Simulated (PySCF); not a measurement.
PySCF input for SiFCl₂Br, SMILES Br[Si](Cl)(Cl)F, TDA-PBE/def2-SVPD. Geometry: ωB97X-D3(BJ)/def2-SVP.

```python
import numpy as np
from pyscf import gto, scf, dft, tdscf

mol = gto.M(
    atom='''
    F    -0.67340439   -1.87843382    0.00000000
    Si   -0.46618380   -0.28586954    0.00000001
    Cl   -1.34474043    0.46971921   -1.66103557
    Cl   -1.34474043    0.46971921    1.66103556
    Br    1.66595392    0.14107499   -0.00000000
    ''',
    basis='def2-SVPD',
    charge=0,
    spin=0,
    symmetry=True,
    max_memory=1600,
    verbose=4,
)
mf = dft.RKS(mol, xc='pbe').density_fit(auxbasis='def2-universal-jkfit')
mf.grids.level = 3
mf.conv_tol = 1e-9
mf.max_cycle = 100
mf.kernel()
mf.grids = dft.Grids(mol).set(level=1).build(with_non0tab=True)  # coarser grid for the response kernel
td = tdscf.TDA(mf)
td.singlet = True
td.nstates = 10
td.conv_tol = 1e-4
td.positive_eig_threshold = 1e-6
td.kernel(x0=td.get_init_guess(mf, 15))
td.analyze()
tt = tdscf.TDA(mf)
tt.singlet = False
tt.nstates = 4
tt.conv_tol = 1e-4
tt.positive_eig_threshold = 1e-6
tt.kernel(x0=tt.get_init_guess(mf, 9))
tt.analyze(verbose=3)
```

Output:

```
PySCF version 2.14.0

[INPUT] verbose = 4
[INPUT] num. atoms = 5
[INPUT] num. electrons = 92
[INPUT] charge = 0
[INPUT] spin (= nelec alpha-beta = 2S) = 0
[INPUT] symmetry True subgroup None
[INPUT] Mole.unit = angstrom
[INPUT] Symbol           X                Y                Z      unit          X                Y                Z       unit  Magmom
[INPUT]  1 F     -0.673404390000  -1.878433820000   0.000000000000 AA   -1.272549868180  -3.549725462921   0.000000000000 Bohr   0.0
[INPUT]  2 Si    -0.466183800000  -0.285869540000   0.000000010000 AA   -0.880959705709  -0.540215137955   0.000000018897 Bohr   0.0
[INPUT]  3 Cl    -1.344740430000   0.469719210000  -1.661035570000 AA   -2.541191121330   0.887640662347  -3.138902310461 Bohr   0.0
[INPUT]  4 Cl    -1.344740430000   0.469719210000   1.661035560000 AA   -2.541191121330   0.887640662347   3.138902291564 Bohr   0.0
[INPUT]  5 Br     1.665953920000   0.141074990000   0.000000000000 AA    3.148196644946   0.266593094126   0.000000000000 Bohr   0.0

nuclear repulsion = 622.238917974026
point group symmetry = Cs
symmetry origin: [-2.67026517e-09 -3.08107518e-09 -6.16215098e-10]
symmetry axis x: [ 1.00000000e+00 -1.41800122e-09  2.27054579e-09]
symmetry axis y: [-1.41800122e-09 -1.00000000e+00 -2.27428758e-09]
symmetry axis z: [-2.27054580e-09 -2.27428783e-09  1.00000000e+00]
num. orbitals of irrep A' = 88
num. orbitals of irrep A" = 54
number of shells = 56
number of NR pGTOs = 248
number of NR cGTOs = 142
basis = def2-SVPD
ecp = {}


[settings echo left out]
init E= -3881.80809030554
HOMO (A") = -0.310488231293364  LUMO (A') = -0.0720748622372853  gap/eV = 6.48756
cycle= 1 E= -3882.28577411299  delta_E= -0.478  |g|= 0.584  |ddm|= 3.33
HOMO (A") = -0.279270135749693  LUMO (A') = -0.090972417870554  gap/eV = 5.12384
cycle= 2 E= -3882.06258789721  delta_E= 0.223  |g|= 1.26  |ddm|= 1.82
HOMO (A") = -0.282768209758826  LUMO (A') = -0.0708114041002674  gap/eV = 5.76764
cycle= 3 E= -3882.34838458184  delta_E= -0.286  |g|= 0.135  |ddm|= 1.17
HOMO (A") = -0.291256739812187  LUMO (A') = -0.0725442635551867  gap/eV = 5.95147
cycle= 4 E= -3882.35144916122  delta_E= -0.00306  |g|= 0.0569  |ddm|= 0.226
HOMO (A") = -0.292185188543108  LUMO (A') = -0.0747162445274911  gap/eV = 5.91763
cycle= 5 E= -3882.35217312166  delta_E= -0.000724  |g|= 0.0165  |ddm|= 0.0854
HOMO (A") = -0.291392957617004  LUMO (A') = -0.0732767414225943  gap/eV = 5.93524
cycle= 6 E= -3882.3522486959  delta_E= -7.56e-05  |g|= 0.00419  |ddm|= 0.0281
HOMO (A") = -0.291288989357152  LUMO (A') = -0.0735034682524573  gap/eV = 5.92625
cycle= 7 E= -3882.3522533061  delta_E= -4.61e-06  |g|= 0.00117  |ddm|= 0.00692
HOMO (A") = -0.291394453882324  LUMO (A') = -0.0735334092272586  gap/eV = 5.92830
cycle= 8 E= -3882.35225364217  delta_E= -3.36e-07  |g|= 0.000373  |ddm|= 0.0017
HOMO (A") = -0.291370325223097  LUMO (A') = -0.0735221710086864  gap/eV = 5.92795
cycle= 9 E= -3882.35225366853  delta_E= -2.64e-08  |g|= 4.02e-05  |ddm|= 0.000402
HOMO (A") = -0.29137081255486  LUMO (A') = -0.0735218000710995  gap/eV = 5.92797
cycle= 10 E= -3882.35225366886  delta_E= -3.29e-10  |g|= 1.72e-05  |ddm|= 6.13e-05
HOMO (A") = -0.291370137925076  LUMO (A') = -0.0735220584511032  gap/eV = 5.92795
Extra cycle  E= -3882.3522536688  delta_E= 6e-11  |g|= 2.53e-05  |ddm|= 4.82e-05
converged SCF energy = -3882.3522536688
tot grids = 31680
Overwritten attributes  positive_eig_threshold  of <class 'pyscf.tdscf.rks.TDA'>


******** <class 'pyscf.tdscf.rks.TDA'> for <class 'pyscf.df.df_jk.DFSymAdaptedRKS'> ********
nstates = 10 singlet
deg_eia_thresh = 1.000e-03
wfnsym = None
conv_tol = 0.0001
eigh lindep = 1e-12
eigh level_shift = 0
eigh max_cycle = 100


Excitation energies (eV)
[6.12384727 6.26162533 6.69771692 7.12045491 7.24234506 7.26491322
 7.44142283 7.51576124 7.72086874 7.79764093]

** Singlet excitation energies and oscillator strengths **
Excited State   1:   A"      6.12385 eV    202.46 nm  f=0.0068
      46 -> 47       -0.70317
Excited State   2:   A'      6.26163 eV    198.01 nm  f=0.0135
      45 -> 47        0.70134
Excited State   3:   A"      6.69772 eV    185.11 nm  f=0.0141
      44 -> 47       -0.69890
Excited State   4:   A"      7.12045 eV    174.12 nm  f=0.0084
      43 -> 47        0.69616
Excited State   5:   A'      7.24235 eV    171.19 nm  f=0.0290
      42 -> 47       -0.65768
      45 -> 48        0.19846
      46 -> 49       -0.13932
Excited State   6:   A"      7.26491 eV    170.66 nm  f=0.0015
      46 -> 48        0.70506
Excited State   7:   A'      7.44142 eV    166.61 nm  f=0.0124
      41 -> 47       -0.68448
      45 -> 48       -0.11408
Excited State   8:   A'      7.51576 eV    164.97 nm  f=0.0039
      45 -> 48        0.57813
      46 -> 49        0.36360
Excited State   9:   A"      7.72087 eV    160.58 nm  f=0.0119
      44 -> 48        0.17945
      46 -> 50       -0.67293
Excited State  10:   A"      7.79764 eV    159.00 nm  f=0.0000
      45 -> 49       -0.70280

** Transition electric dipole moments (AU) **
state          X           Y           Z        Dip. S.      Osc.
  1        -0.0000     -0.0000     -0.2133      0.0455      0.0068
  2        -0.2561      0.1507     -0.0000      0.0883      0.0135
  3         0.0000      0.0000     -0.2929      0.0858      0.0141
  4        -0.0000     -0.0000     -0.2190      0.0480      0.0084
  5        -0.4010     -0.0501     -0.0000      0.1633      0.0290
  6         0.0000      0.0000      0.0932      0.0087      0.0015
  7         0.0593     -0.2536     -0.0000      0.0678      0.0124
  8         0.1353      0.0553      0.0000      0.0214      0.0039
  9        -0.0000      0.0000      0.2513      0.0631      0.0119
 10        -0.0000      0.0000     -0.0130      0.0002      0.0000

** Transition velocity dipole moments (imaginary part, AU) **
state          X           Y           Z        Dip. S.      Osc.
  1        -0.0000     -0.0000     -0.0481      0.0023      0.0069
  2        -0.0439      0.0388     -0.0000      0.0034      0.0100
  3         0.0000     -0.0000     -0.0624      0.0039      0.0105
  4         0.0000      0.0000     -0.0673      0.0045      0.0115
  5        -0.0994     -0.0197     -0.0000      0.0103      0.0257
  6         0.0000      0.0000      0.0168      0.0003      0.0007
  7         0.0195     -0.0716     -0.0000      0.0055      0.0134
  8         0.0114      0.0153      0.0000      0.0004      0.0009
  9        -0.0000      0.0000      0.0720      0.0052      0.0122
 10        -0.0000     -0.0000     -0.0126      0.0002      0.0004

** Transition magnetic dipole moments (imaginary part, AU) **
state          X           Y           Z
  1         0.0023      0.1089     -0.0000
  2         0.0000     -0.0000     -0.0748
  3         0.1319      0.0170     -0.0000
  4        -0.0481     -0.0097      0.0000
  5         0.0000     -0.0000     -0.0195
  6         0.1866      0.7293     -0.0000
  7         0.0000      0.0000     -0.0493
  8        -0.0000     -0.0000     -0.0574
  9         0.1294     -0.2361     -0.0000
 10        -0.1252      0.0526      0.0000


******** <class 'pyscf.tdscf.rks.TDA'> for <class 'pyscf.df.df_jk.DFSymAdaptedRKS'> ********
nstates = 4 triplet
deg_eia_thresh = 1.000e-03
wfnsym = None
conv_tol = 0.0001
eigh lindep = 1e-12
eigh level_shift = 0
eigh max_cycle = 100


Excitation energies (eV)
[5.74927272 5.87203919 6.38307729 6.79775824]

** Triplet excitation energies and oscillator strengths **
Excited State   1:   A"      5.74927 eV    215.65 nm  f=0.0000
Excited State   2:   A'      5.87204 eV    211.14 nm  f=0.0000
Excited State   3:   A"      6.38308 eV    194.24 nm  f=0.0000
Excited State   4:   A"      6.79776 eV    182.39 nm  f=0.0000
```

The run converged.

Cost: about 30 core-seconds (a rough figure).
